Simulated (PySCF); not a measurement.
Species: C3H4O2SSi.
SMILES: `O=C=C(C=O)S[SiH3]`

Method: TDDFT wB97X-D/def2-SVPD, vertical, gas phase, core orbitals frozen in the response in PySCF 2.14.0, density-fitted response routines. The structure is a single GFN2-xTB conformer in the gas phase; no vibrational or solvent corrections. Torsions of this conformer, `[O:1]=[C:2]=[C:3]([CH:4]=[O:5])[S:6][SiH3:7]`: C2–C3–C4–O5 180°, C2–C3–S6–Si7 180°.

```
state  λ (nm)  E (eV)       f  symmetry  main configurations (H = HOMO, L = LUMO)
   S1   446.2    2.78  0.0003         –                                 H→L (95%)
   S2   298.6    4.15   0.057        A′                               H→L+1 (95%)
   S3   261.3    4.75  0.0007         –              H-1→L+1 (79%), H-4→L+1 (18%)
   S4   230.6    5.38  0.0013         –     H-3→L (54%), H→L+3 (18%), H→L+2 (14%)
   S5   224.4    5.52  0.0035        A″     H→L+2 (47%), H-3→L (34%), H→L+3 (10%)
   S6   221.9    5.59   0.019        A′                               H-1→L (83%)
   S7   212.9    5.82   0.013        A′                               H-2→L (97%)
   S8   202.3    6.13  0.0014         –                  H→L+3 (50%), H→L+2 (31%)
```

Triplets (Tamm–Dancoff): T1 2.49 eV, H→L (95%); T2 3.15 eV, H→L+1 (91%); T3 4.34 eV, H-1→L+1 (74%), H-4→L+1 (22%).

The lowest singlet comes at 446 nm (268 kJ/mol) in the visible; it is dark (f under 0.0005); its leading configuration is HOMO→LUMO (95%). The most intense listed level is S2 at 4.15 eV (299 nm, f = 0.057), 1.37 eV above S1. Löwdin shares by element: HOMO sulfur 51%, carbon 25% or more, oxygen 7% or more (atoms not listed hold the other 17%); LUMO carbon 48% or more, oxygen 29% or more, sulfur 12%. Weighted by f, the mean energy of these states is 4.76 eV. Orbital energies (eV): HOMO-3 -11.30, HOMO-2 -11.01, HOMO-1 -10.15, HOMO -8.45, LUMO -0.74, LUMO+1 -0.25, LUMO+2 1.56. The listed states span 3.35 eV, and the widest gap between neighbours is 1.37 eV (S1 to S2). S1 lies in the visible range (380 to 750 nm), at 446 nm, dark in the vertical dipole picture (f under 0.0005); light of that wavelength is blue, and its complementary colour is yellow; a Tamm–Dancoff triplet lies at 498 nm, without intensity as long as spin–orbit coupling is left out. Symmetry labels in Cs follow from the direction of the transition dipole and are given only for states with f of 0.002 or more. Singlets were solved by full linear response, triplets in the Tamm–Dancoff approximation.
